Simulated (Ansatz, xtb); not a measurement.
C3H8OSi: 3 structures ranked

3 gas-phase structures of C3H8OSi, from a drawn sample of its isomers (lower ones may exist). Each was relaxed with GFN2-xTB:

A. `C[C@@H]1O[C@H]1[SiH3]`, a singlet
B. `C[C@@H]1O[C@@H]1[SiH3]`, a singlet
C. `C[C@@]1([SiH3])CO1`, a singlet

Problem. Which do you expect lowest at r2SCAN-D4/def2-SVP, and how would the others follow?

Solution. Calculated order at r2SCAN-D4/def2-SVP: A (0.0), C (0.9), B (1.7) kcal/mol. Less than 1 kcal/mol parts A and C; C and B, so the order within those pairs means little.

Energies above the lowest of each column, in kcal/mol; the last columns are at PBE0-D3(BJ)/def2-SVP geometries:

```
structure  GFN2-xTB  HF/STO-3G  r2SCAN-D4/def2-SVP  PBE0-D3(BJ)/def2-SVP  CCSD(T)/def2-SVP + ΔMP2/def2-TZVPP
        A       0.0        0.0                 0.0                   0.0                                 0.0
        C       0.2        1.9                 0.9                   0.9                                 0.7
        B       0.4        1.0                 1.7                   1.0                                 1.2
```

Every level run on A puts it lowest or level with the lowest. ΔMP2 is the change of the MP2 energy from the smaller to the larger basis.

Programs: Ansatz 0.2.0, xtb 6.7.1.
